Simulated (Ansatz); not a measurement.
Species: C2H3NS, charge 0, singlet. C2H3NS (SMILES C1=NCS1).
B3LYP-D3(BJ)/def2-TZVP minimum from Ansatz (a program for electronic structure):
```xyz
7

C      0.9904     0.0680    -0.4450
N      0.1587     0.7469    -1.1409
C     -1.0081     0.4567    -0.3113
S      0.0090    -0.5956     0.8625
H      2.0520    -0.0626    -0.6264
H     -1.4255     1.3357     0.1760
H     -1.7754    -0.1191    -0.8250
```
Charge 0, spin multiplicity 1.

Quantity: atomisation energy (electronic, to ground-state atoms), in kJ/mol. Radicals and triplets start from unrestricted determinants; spin-orbit coupling is neglected. CBS(X,Y): correlation extrapolated as X^-3, Hartree-Fock from the larger set. A bracket is a step between two methods taken in the basis named. The functionals are non-relativistic, so their misses hold any scalar relativity. '+ core + X2C': CCSD(T) terms for core correlation (cc-pwCVTZ, 1s frozen past Ne) and scalar relativity (cc-pVTZ-DK). Where a partner has so few electrons that a lower coupled-cluster level is exact, that level stands in.

CCSD(T)/CBS(cc-pV(T+d)Z,cc-pV(Q+d)Z) + [CCSDT(Q) - CCSD(T)]/cc-pV(D+d)Z + core + X2C (Ansatz) gives 2725.0 kJ/mol.

Q: What does PBE/def2-TZVPD (Ansatz) give here, and how do the other levels compare?

A: PBE gives 2841.0 kJ/mol, 116.0 kJ/mol above it. Differences of the others: r2SCAN/def2-TZVPD (Ansatz) 0.7; B3LYP/def2-TZVPD (Ansatz) -27.0; wB97M-V/def2-TZVPD (Ansatz) 11.4; CCSD(T)/CBS(cc-pV(T+d)Z,cc-pV(Q+d)Z) + core + X2C (Ansatz) -3.8 kJ/mol. Nearer than PBE: r2SCAN/def2-TZVPD, B3LYP/def2-TZVPD, wB97M-V/def2-TZVPD, CCSD(T)/CBS(cc-pV(T+d)Z,cc-pV(Q+d)Z) + core + X2C.
